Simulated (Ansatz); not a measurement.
Doped nanocrystal family: gap (eV) at several levels, gas phase, relaxed structures; Ansatz. Core potentials for Sn in the def2 sets, no spin–orbit coupling. HOMO and LUMO are taken over both spins. The structures are stationary points that may keep the symmetry of their start.

| species | state | geometry | PBE-D4/def2-SVP | PBE-D4/def2-TZVP | PBE0-D4/def2-SVP | PBE0-D4/def2-TZVP |
| --- | --- | --- | --- | --- | --- | --- |
| Si4BPH12, rod, B and P 2.4 Å apart at the start | singlet | PBE-D4/def2-SVP | 4.62 | 4.48 | 6.45 | 6.29 |
| Sn11PH22, rod, P on a surface site | doublet | PBE-D4/def2-SVP | 0.40 | 0.41 | 1.70 | 1.71 |
| Si8NH16, N on a surface site | doublet | PBE-D4/def2-SVP | 1.49 | 1.46 | 3.41 | 3.37 |
| AlSi13PH24, disc, Al and P 2.4 Å apart at the start | singlet | PBE-D4/def2-SVP | 3.56 | 3.43 | 5.20 | 5.07 |
| AlSi13PH24, rod, Al and P 4.5 Å apart at the start | singlet | PBE-D4/def2-SVP | 3.08 | 2.96 | 4.72 | 4.57 |

**Question.** Estimate the column for r2SCAN-D4/def2-TZVP.

**Answer.** Si4BPH12, rod, B and P 2.4 Å apart at the start 4.89; Sn11PH22, rod, P on a surface site 0.77; Si8NH16, N on a surface site 2.20; AlSi13PH24, disc, Al and P 2.4 Å apart at the start 3.77; AlSi13PH24, rod, Al and P 4.5 Å apart at the start 3.29.

Over the 5 species that have every level, the mean is 2.63 at PBE-D4/def2-SVP, 2.55 at PBE-D4/def2-TZVP, 2.98 at r2SCAN-D4/def2-TZVP, 4.30 at PBE0-D4/def2-SVP, 4.20 at PBE0-D4/def2-TZVP. Orbital gaps grow with the share of exact exchange and aren't one observable across functionals.
